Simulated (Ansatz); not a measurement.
## One elementary step

Start structure (SnSiH₇F, closed shell), relaxed at PBE0-D4/def2-TZVP:

Sn1  (-1.089, 0.796, -0.563)
Si2  (-0.020, -0.979, 0.951)
H3  (-0.843, 0.415, -2.203)
H4  (-0.463, 2.340, -0.213)
H5  (-2.769, 0.804, -0.249)
H6  (2.180, 0.025, -0.432)
F7  (2.324, 0.660, -1.092)
H8  (-0.244, -0.676, 2.388)
H9  (1.466, -1.047, 0.763)
H10  (-0.541, -2.337, 0.649)
(Å)

The step: SnSiH₆ ([SiH3][SnH3]) + HF → SnH₃F ([F][SnH3]) + SiH₄; bonds formed: Sn1–F7, Si2–H6; bonds broken: Sn1–Si2, H6–F7. Program: Ansatz 0.2.0. Basis: def2-TZVPP and def2-QZVPP. Cores are frozen in the correlated methods. Filled d shells of the heavier atoms are correlated. Core potentials replace the inner electrons of the atoms past krypton. The def2 sets are not built for correlating such inner shells, so the correlated values are less sure here. Extrapolation: Hartree–Fock as exp(−7.88 √X), correlation as X^−2.97. Energies below are by CCSD(T) at an estimated basis limit (MP2 extrapolated from triple and quadruple zeta, plus CCSD(T) − MP2 in triple zeta).

(1) What are the electronic barrier and the energy of the step, from the start structure to the end structure? (An estimate is asked for; the value comes from the calculation.)

No T1 diagnostic of these runs exceeds 0.016.

## Answers

(1) The calculation gives: Barrier 38.68 kcal/mol; step energy -5.13 kcal/mol (downhill); reverse barrier, their difference, 43.81 kcal/mol. Barrier and step energy count from the start structure, the reverse barrier from the end structure.

The saddle point: One imaginary mode of 1126i cm⁻¹.
```json
{"pair": "Sn1–F7", "start (Å)": "3.46", "saddle (Å)": "2.20", "end (Å)": "1.93"}
{"pair": "Si2–H6", "start (Å)": "2.79", "saddle (Å)": "1.80", "end (Å)": "1.49"}
{"pair": "Sn1–Si2", "start (Å)": "2.57", "saddle (Å)": "2.95", "end (Å)": "4.14"}
{"pair": "H6–F7", "start (Å)": "0.93", "saddle (Å)": "1.20", "end (Å)": "2.98"}
```

Zero-point energy (harmonic, PBE0-D4): ZPE is 34.94 kcal/mol at the start and 32.35 kcal/mol at the saddle, so the barrier goes from 38.68 to 36.08 kcal/mol.

Steps of this kind, hydrogen fluoride cutting a network bond, underlie vapour etching and the fluorination step of atomic layer etching.

Labels in which every atom is bracketed show which atoms are joined, not bond orders.

For scale, one of the runs: CCSD(T)/def2-TZVPP, 221 basis functions, launched by `ansatz run in.yaml --threads 4 --pin off --events-out ev --progress --plain --max-ram 9574MiB`. The run took 2 min on 4 CPU threads of an Arm Neoverse V1 (shared host), with 3.7 GiB of host memory at its peak.
